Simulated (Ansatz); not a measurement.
Molecule: C₂H₇O₂Si, net charge 0, doublet state. SMILES: [CH2][Si](C)(O)O
Geometry from a B3LYP-D3(BJ)/def2-TZVP (Ansatz, a program for electronic structure) optimisation:
```xyz
12

C      1.6341    -0.7810    -0.4188
Si     0.0308     0.0060     0.0149
C     -1.4217    -0.6829    -0.9220
O     -0.1061    -0.2426     1.6449
O      0.0226     1.6190    -0.3607
H      2.2329    -1.3268     0.3013
H      2.0457    -0.7509    -1.4220
H     -1.5560    -1.7450    -0.7106
H     -1.2805    -0.5636    -1.9980
H     -2.3417    -0.1595    -0.6500
H     -0.8957     0.0880     2.0803
H      0.7585     2.1464    -0.0386
```
Charge 0, spin multiplicity 2.

Wanted: atomisation energy, in kcal/mol. Terms: 6-311+G** with 5d, 6d on Na to Ar in Ansatz; UHF or UKS for open shells; frozen cores in correlated levels; non-relativistic; atomisation electronic, to ground-state atoms; spin-orbit terms left out; no dispersion term unless named. Basis-set limits of correlation are two-point, X^-3; Hartree-Fock from the larger set. Ab initio and DFT rows: single points at B3LYP-D3(BJ) geometries (Ansatz).

```
species           coefficient  E at B3LYP/6-311+G** (Ansatz), Eh  E at PBE/def2-TZVPD (Ansatz), Eh
----------------  -----------  ---------------------------------  --------------------------------
[CH2][Si](C)(O)O           -1                         -520.52957                        -520.11489
C atom                     +2                          -37.85727                         -37.79605
H atom                     +7                           -0.50216                          -0.49962
O atom                     +2                          -75.08988                         -75.01069
Si atom                    +1                         -289.39468                        -289.22297
```

Coupled cluster (Ansatz) is a level with limits of its own, used here on species with T1 under 0.025 (0.045 for open shells) and stable references: CCSD(T)/CBS(cc-pV(T+d)Z,cc-pV(Q+d)Z). Value to compare with, CCSD(T)/CBS(cc-pV(T+d)Z,cc-pV(Q+d)Z) (Ansatz): 1114.3 kcal/mol. 1 Eh = 627.5095 kcal/mol.

Task: Work the quantity out at each level, and compare with CCSD(T)/CBS(cc-pV(T+d)Z,cc-pV(Q+d)Z) (Ansatz).

Result: 
- B3LYP/6-311+G**: the sum of coefficient times E is 1.72547 Eh, or 1082.75 kcal/mol. Result: 1082.7 kcal/mol. Its difference against CCSD(T)/CBS(cc-pV(T+d)Z,cc-pV(Q+d)Z) (Ansatz) is -31.6 kcal/mol.
- PBE/def2-TZVPD: the sum of coefficient times E is 1.78110 Eh, or 1117.66 kcal/mol. Result: 1117.7 kcal/mol. Its difference against CCSD(T)/CBS(cc-pV(T+d)Z,cc-pV(Q+d)Z) (Ansatz) is 3.4 kcal/mol.
